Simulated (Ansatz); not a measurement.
Relaxing a trial structure of AlH4Si2Sn+

The starting geometry of this gas-phase singlet was optimised with GFN2-xTB.

```xyz
8

Al   -0.2357    0.2411   -0.0367
Si   -1.3145   -1.8424   -0.7047
Si    0.6820    2.2771    0.9270
Sn    0.7139    3.2329   -1.5029
H    -0.5185   -2.7124   -1.6068
H    -1.7477   -2.6479    0.4655
H    -2.5292   -1.3993   -1.4503
H    -1.1190    2.1643   -0.6769
```

Q: Predict what becomes of its bonds when it is optimised with B3LYP-D3(BJ)/def2-SVP.

A: A new bond forms, giving a structure given below by its coordinates. Contacts that close: Si3–H8 (2.41 → 1.60 Å).

The energy falls by 0.85 eV over 14 steps:

| step | E − E(last) (eV) |
| --- | --- |
| 1 | 0.849 |
| 2 | 0.425 |
| 4 | 0.059 |
| 5 | 0.024 |
| 7 | 0.016 |
| 8 | 0.012 |
| 10 | 0.002 |
| 11 | 0.000 |
| 13 | 0.000 |
| 14 | 0.000 |

Final geometry (Å):

```xyz
8

Al   -0.4312    0.2234   -0.2092
Si   -1.4001   -1.9840   -0.7610
Si    0.3699    2.2263    0.7171
Sn    0.9340    3.1078   -1.5898
H    -0.4173   -2.6732   -1.6397
H    -1.6131   -2.7027    0.5227
H    -2.6772   -1.7035   -1.4709
H    -0.8337    2.8193   -0.1550
```

No frequencies were run, so the end isn't proven a minimum. Atoms past krypton carry core potentials, without spin–orbit terms. Run with Ansatz 0.2.0, 39 s on 2 threads of Arm Neoverse V2, with other jobs on the host.
